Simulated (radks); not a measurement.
Calculated with a radial shooting solver on a logarithmic mesh with Libxc functionals: non-relativistic Kohn-Sham, LDA (Slater exchange, Perdew-Wang correlation), spin-polarised, spherical densities, point nucleus; open shells are filled with parallel spins first (spin-orbit coupling, left out, can overturn this in heavy ions). Response by self-consistent Sternheimer equations with the Hartree and adiabatic LDA kernel. For heavy and open-shell atoms this level of theory can miss by tens of per cent. Rank Te, K, Co3+, K3+, B+, Sr, Ag, V2+ (NIST ground configurations) by static dipole polarisability, largest first.

Answer. K 259.9, Sr 188.5, Ag 53.70, Te 40.81, B+ 10.78, V2+ 4.885, K3+ 3.013, Co3+ 1.837 bohr^3.
